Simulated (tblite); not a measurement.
A tight-binding relaxation on `CBC(C)(C[Se]C)C`.

Computed with GFN2-xTB geometry optimisation, gas phase (tblite 0.8.0). Start geometry: from a force field or distance geometry. The command runs a driver script over a list of jobs; the input below is this job's line of settings and its coordinates in Å.

Command:
```bash
OMP_NUM_THREADS=1 python probes_run.py task.json out
```

Input:
```
{"job": {"kind": "relax", "xc": "GFN2-xTB", "basis": "xTB"}, "charge": 0, "multiplicity": 1}
C     -2.322400     1.403700     0.450300
B     -1.223200     0.769300    -0.472100
C     -0.485200    -0.604700    -0.162700
C     -0.816200    -1.525800    -1.350100
C     -0.943600    -1.319300     1.071800
C      1.009200    -0.466700    -0.225400
Se     1.703100     0.799700     1.045500
C      3.409500     1.497600     0.391900
H     -3.257100     0.779500     0.488200
H     -1.965000     1.684800     1.465500
H     -2.653900     2.374900    -0.032000
H     -0.655800     1.503000    -1.201000
H     -0.298800    -2.485400    -1.111000
H     -0.429100    -1.092100    -2.289200
H     -1.898100    -1.731100    -1.332700
H     -0.650900    -0.853600     2.030200
H     -0.437600    -2.325200     1.067200
H     -2.040400    -1.576100     1.043800
H      1.458700    -1.472900    -0.010400
H      1.355600    -0.154300    -1.247100
H      4.238500     1.240400     1.068800
H      3.316000     2.565200     0.192200
H      3.582000     1.016100    -0.598300
```

Output:
```
step      E/eV     max force
  0    -676.36893    2.156
  1    -676.66266    1.231
  2    -676.77976    0.764
  3    -676.84710    0.577
  4    -676.89368    0.332
  5    -676.91137    0.262
  6    -676.92476    0.240
  7    -676.93705    0.255
  8    -676.95024    0.298
  9    -676.96308    0.246
... (136 lines left out)
146    -677.08680    0.024
147    -677.08692    0.024
148    -677.08704    0.027
149    -677.08716    0.023
150    -677.08725    0.017
151    -677.08731    0.018
152    -677.08736    0.014
153    -677.08739    0.012
154    -677.08742    0.010
155    -677.08743    0.009
```

«max force» is the largest atomic force in eV/Å.

From which step on does the largest force stay under 0.1 eV/Å, and how much energy is left to gain from there?

From step 105 (0.098 eV/Å), 17.1 meV above the end.

In short: energy lowered by 16.6 kcal/mol over 155 steps; largest atomic force 0.009 eV/Å at the end.

Give the final coordinates.

0.454 Å rms from the input after alignment:
```
atom  x, y, z in Å
C1    -2.2620    1.4078    0.5567
B2    -1.2622    0.8176   -0.4914
C3    -0.5160   -0.5812   -0.2749
C4    -0.7927   -1.5125   -1.4699
C5    -0.8945   -1.3180    1.0129
C6     0.9921   -0.3099   -0.2602
Se7    1.5407    0.9420    1.1645
C8     3.3349    1.2696    0.4690
H9    -2.9044    0.6670    1.0269
H10   -1.6593    1.8324    1.3639
H11   -2.8859    2.2118    0.1747
H12   -0.9889    1.4251   -1.4575
H13   -0.2392   -2.4451   -1.3638
H14   -0.5025   -1.0430   -2.4071
H15   -1.8531   -1.7479   -1.5210
H16   -0.6712   -0.6965    1.8804
H17   -0.3314   -2.2465    1.1039
H18   -1.9544   -1.5605    1.0229
H19    1.5593   -1.2332   -0.1041
H20    1.3124    0.1522   -1.1965
H21    3.8479    1.9217    1.1701
H22    3.2621    1.7515   -0.5033
H23    3.8638    0.3227    0.3868
```

How long does this job take on one thread of an Intel Xeon at 2.70 GHz, no GPU, shared host with 64 logical CPUs at a one-minute load of 62?

About 3.3 s.
Labels such as C1 count atoms from 1, the log's own numbers from 0.
